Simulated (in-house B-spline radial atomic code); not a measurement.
Configurations of F⁺, with energies counted from [He] 2s2 2p4. Method: scalar-relativistic (X2C) CAM-B3LYP, spin-polarised, spherical fractional occupations, exact exchange averaged over the configuration, Fermi nucleus of rms radius 2.8976 fm. Calculated with an all-electron radial atomic-structure program (B-spline basis). Shells without spins written out take the highest spin.

Occupations are held fixed; configurations that lie above the ionisation limit could autoionise.

```tsv
configuration	E - E(ref) (eV)	highest orbital	its <r> (bohr)
[He] 2s2 2p3 3s1	21.986	3s up	3.2
[He] 2s2 2p3 3p1	25.163	3p up	3.718
[He] 2s1 2p4 3p1	44.014	3p up	3.72
```

Question: Order these further configurations by energy, lowest first.
A. [He] 2s1 2p4 3d1
B. [He] 2s1 2p4 3s1
C. [He] 2s1 2p5
D. [He] 2s2 2p3 3d1

Answer: C (19.468 eV), D (28.757 eV), B (40.814 eV), A (47.59 eV).
